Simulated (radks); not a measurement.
Pd0.5-, 46.5 electrons, occupied as [Kr] 4d9 5p1.5 (fractional occupations, a model configuration). Calculated with a radial shooting solver on a logarithmic mesh with Libxc functionals: scalar-relativistic Kohn-Sham, LDA (Slater exchange, Perdew-Wang correlation), spin-unpolarised, spherical densities, point nucleus.

X-ray form factor f0, the Fourier transform of the density (f0(0) = 46.5):

| sin(theta)/lambda (1/angstrom) | f0 (electrons) |
|---|---|
| 0.05 | 45.121 |
| 0.1 | 42.667 |
| 0.15 | 39.939 |
| 0.2 | 37.059 |
| 0.25 | 34.213 |
| 0.3 | 31.552 |
| 0.4 | 27.060 |
| 0.5 | 23.697 |
| 0.6 | 21.212 |
| 0.8 | 17.682 |
| 1 | 14.857 |
| 1.25 | 11.745 |
| 1.5 | 9.275 |
| 2 | 6.446 |
